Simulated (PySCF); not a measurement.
Compound: C₆H₆F₂O.
Geometry (PBE0-D3(BJ)/def2-SVP, Å), atoms numbered from 1 in this order:
```xyz
15
C6H6F2O angstrom
F      2.7312    0.5109    1.2621
C      2.3078    0.1103    0.0432
F      2.8026   -1.1207   -0.1892
C      0.8091    0.0913   -0.0009
C      0.0624   -1.0094   -0.1075
C     -1.4355   -0.9599   -0.1314
C     -1.8904    0.4652   -0.0090
C     -1.0358    1.4848    0.0885
O      0.3209    1.3580    0.0879
H      2.7213    0.8114   -0.7040
H      0.5819   -1.9662   -0.1764
H     -1.8244   -1.4195   -1.0607
H     -1.8546   -1.5783    0.6856
H     -2.9585    0.6924    0.0035
H     -1.3338    2.5300    0.1794
```

Computed, not measured: PBE0-D3(BJ)/def2-SVP geometry optimisation, gas phase (PySCF 2.14.0).

Masses are those of the commonest isotopes; rigid-rotor values at the optimised geometry. The values belong to one conformer with, in the numbering `[F:1][CH:2]([F:3])[C:4]1=[CH:5][CH2:6][CH:7]=[CH:8][O:9]1`, F1–C2–C4–C5 -113°.

Question: Give the principal moments of inertia and the rotational constants in MHz.

Answer: Ia = 146.51, Ib = 436.47, Ic = 544.47 u·Å²; 505379 MHz·u·Å²/I gives A = 3449, B = 1158, C = 928.2 MHz.

Question: Classify the top.

Answer: An asymmetric top: κ = (2 × 1158 − 3449 − 928.2)/(3449 − 928.2) = -0.82.

Question: What does the inertial defect say?

Answer: Not planar: Δ = Ic − Ia − Ib = -38.51 u·Å². For a rigid frame Δ = −2 Σ m c², so Σ m c² = 19.25 u·Å² lies off the ab plane: 3.63 from hydrogen and 15.62 from heavier atoms. The atom farthest from that plane is 1.27 Å away.

Question: Which types of transition are allowed, and where do some lines up to J = 5 fall?

Answer: The dipole components are |μa| = 2.13 D, |μb| = 0.42 D, |μc| = 0.83 D. The squared components, which scale the intensities, stand as 1.00 : 0.04 : 0.15 (a : b : c). Some lines, for components of 0.1 D or more:

| type | branch | J(Ka,Kc) | MHz | lower level (cm⁻¹) |
| --- | --- | --- | --- | --- |
| c | Q | 2(1,2) ← 2(0,2) | 2078 | 0.208 |
| b | Q | 2(1,1) ← 2(0,2) | 2767 | 0.208 |
| a | Q | 5(1,4) ← 5(1,5) | 3425 | 1.063 |
| b | R | 3(0,3) ← 2(1,2) | 4115 | 0.278 |
| c | R | 1(1,0) ← 0(0,0) | 4607 | 0.000 |
| b | R | 5(1,4) ← 4(2,3) | 4821 | 1.016 |
| b | Q | 3(2,1) ← 3(1,2) | 6622 | 0.520 |
| a | R | 4(1,4) ← 3(1,3) | 7854 | 0.474 |
| a | R | 4(0,4) ← 3(0,3) | 8185 | 0.415 |
| a | R | 4(3,2) ← 3(3,1) | 8375 | 1.140 |
| a | R | 5(1,5) ← 4(1,4) | 9792 | 0.736 |
| a | R | 5(0,5) ← 4(0,4) | 10125 | 0.688 |
| a | R | 5(4,1) ← 4(4,0) | 10467 | 1.981 |
| a | R | 5(3,3) ← 4(3,2) | 10479 | 1.420 |
| a | R | 5(2,3) ← 4(2,2) | 10699 | 1.025 |
| c | Q | 3(3,1) ← 3(2,1) | 11961 | 0.741 |
| b | R | 3(2,2) ← 2(1,1) | 13133 | 0.301 |
| c | R | 5(1,4) ← 4(0,4) | 14675 | 0.688 |
| b | R | 4(2,2) ← 3(1,3) | 16491 | 0.474 |
| b | R | 5(2,4) ← 4(1,3) | 16498 | 0.813 |
| c | R | 5(2,3) ← 4(1,3) | 17044 | 0.813 |
| b | R | 3(3,1) ← 2(2,0) | 18284 | 0.530 |
| b | R | 5(2,3) ← 4(1,4) | 19336 | 0.736 |
| c | Q | 5(5,1) ← 5(4,1) | 21624 | 2.330 |
| b | Q | 5(5,1) ← 5(4,2) | 21624 | 2.330 |
| c | R | 5(3,3) ← 4(2,3) | 22565 | 1.016 |
| c | R | 4(4,0) ← 3(3,0) | 25191 | 1.140 |
| b | R | 4(4,0) ← 3(3,1) | 25192 | 1.140 |

Question: Estimate the classical rotational partition function at 10 K, 298.15 K and 500 K.

Answer: Point group C1, symmetry number σ = 1; q = (√π/σ)·√((kT/h)³/(ABC)), k/h = 20836.6 MHz/K: 2770 at 10 K, 451000 at 298.15 K, 979000 at 500 K.

No frequency check. These are rigid-rotor constants of the computed structure; measured ground-state constants (B0) also hold zero-point vibration.

Rough CPU time on one thread of a shared machine: about 7 min. That covers the optimisation of the geometry.
